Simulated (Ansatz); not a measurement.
The same ligand exchange along the group F, Cl, Br.

Isolated molecules relaxed with PBE0-D4/def2-TZVP in Ansatz; ΔE leaves out vibrations. CCSD(T)/CBS adds triple-zeta CCSD(T) − MP2 to the extrapolated MP2 energy (def2 sets, frozen cores). This one scheme is used for every species. For Br outer-core shells are correlated without core-valence functions, which leaves a few kJ/mol of doubt a bond. Scalar relativity is left out up to krypton. Each species was taken in one conformer, which may not be the lowest.

| reaction | HF/CBS(def2) (eV) | MP2/CBS(def2) (eV) |
| --- | --- | --- |
| `O[SiH2][SiH2]F` + `O[SiH]1C=C1` → `O[SiH2]O[SiH]1C=C1` + `F[SiH3]` | -1.72 | -1.55 |
| `O[SiH2][SiH2]Cl` + `O[SiH]1C=C1` → `O[SiH2]O[SiH]1C=C1` + `[SiH3]Cl` | -1.68 | -1.43 |
| `O[SiH2][SiH2]Br` + `O[SiH]1C=C1` → `O[SiH2]O[SiH]1C=C1` + `[SiH3]Br` | -1.65 | -1.38 |

(1) Give the CCSD(T)/CBS values in the same order. (An estimate is asked.)

Largest T1 diagnostic: 0.012, for `O[SiH2]O[SiH]1C=C1`.

## Answers

(1) Computed: -1.47, -1.37, -1.33 eV.
